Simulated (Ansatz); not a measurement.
Consider the ligand exchange at the Si–S bond: `N[SiH2][S][GeH3]` + `[NH2][GeH2][OH]` → `N[SiH2][O][GeH2][NH2]` + `[SH][GeH3]`.

Calculated with Ansatz (gas phase, PBE0-D4/def2-TZVP geometries, no zero-point term in ΔE). CBS: MP2 limit from def2 TZ/QZ plus the TZ coupled-cluster correction, frozen cores. DFT in def2-TZVPP. For Ge outer-core shells are correlated without core-valence functions, which leaves a few kJ/mol of doubt a bond. Scalar relativity is left out up to krypton. One conformer a species, not always the lowest.

```csv
level,ΔE (kcal/mol)
ωB97X-V,-14.9
ωB97M-V,-15.0
B2PLYP,-15.3
PBE,-11.2
HF/def2-TZVPP,-18.4
SCS-MP2/def2-TZVPP,-15.7
CCSD/def2-TZVPP,-16.1
CCSD/CBS(def2),-14.6
```

**Question.** What does CCSD(T)/CBS give? (Estimate.)

**Answer.** The calculation gave: -14.0 kcal/mol. The listed levels differ from it by -0.9, -1.0, -1.3, 2.8, -4.4, -1.7, -2.1, -0.6 kcal/mol.

Largest T1 diagnostic among the species: 0.011.

In def2-TZVPP, CCSD(T) changes the Hartree–Fock value by +2.8 kcal/mol (the triples alone add +0.6 kcal/mol) and MP2 by +3.9 kcal/mol. From PBE to PBE0 (25 % exact exchange), in def2-TZVPP and without D4, ΔE moves by −0.9 kcal/mol.
